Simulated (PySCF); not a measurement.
## Computed properties of CH4ClFOSi2, SMILES F[Si@H]1OC[Si@@H]1Cl

CH4ClFOSi2, SMILES [Si@@H]1(CO[Si@@H]1F)Cl. The structure is a stationary point at B3LYP-D3(BJ)/def2-SVP. The structure was generated by enumeration; whether it is a known compound was not checked. One conformer was computed; it need not be the lowest. All values are computed for the isolated molecule unless a solvent is named; none is compared with measurement here.

**Structure.** All 24 harmonic modes at B3LYP-D3(BJ)/def2-SVP (PySCF) are real, so it is a minimum. With heavy atoms numbered as in [F:1][Si@H:2]1[O:3][CH2:4][Si@@H:5]1[Cl:6], the shortest bond between them is O3–C4 at 1.451 Å and the longest Si2–Si5 at 2.335 Å.

**Vibrations.** The strongest infrared lines (harmonic, unscaled, degenerate partners summed) lie at 926 cm⁻¹ (170 km/mol, Si 47 %, F 30 %, H 16 %), 2263 cm⁻¹ (139 km/mol, H 97 %), 1004 cm⁻¹ (134 km/mol, O 49 %, C 45 %). The softest mode is at 67 cm⁻¹ and the zero-point energy is 34.2 kcal/mol.

**Electronic structure.** B3LYP/def2-TZVP (PySCF) places the frontier levels at -7.77 and -1.22 eV, a gap of 6.55 eV, and gives a dipole moment of 1.18 D and a mean polarisability of 75.2 bohr³. PBE/def2-TZVP (PySCF) at the same geometry gives -6.75 and -1.92 eV, so its gap is 1.72 eV narrower. An orbital gap is neither the optical nor the fundamental gap.

**Excitations.** TDDFT-PBE0/def2-SVPD (PySCF) has S1 at 5.59 eV (222 nm, f = 0.012, weak); the most intense of the 10 singlets computed lies at 6.70 eV (f = 0.16). T1 (TDA) is at 4.79 eV. TDDFT-PBE/def2-SVPD (PySCF) puts S1 at 5.12 eV. No vertical singlet excitation falls in the visible range (under 3.1 eV).

**NMR.** GIAO shifts at KT2/pcSseg-1 (PySCF) (non-relativistic, atoms alike by connectivity averaged): ¹³C at 76.0 ppm against TMS; ¹H from 5.0 to 6.6 ppm against TMS; ²⁹Si from 30.6 to 41.8 ppm against TMS; ¹⁹F at -155.8 ppm against CFCl3. Without spin–orbit terms, shifts of atoms bonded to Cl or Br come out too high.
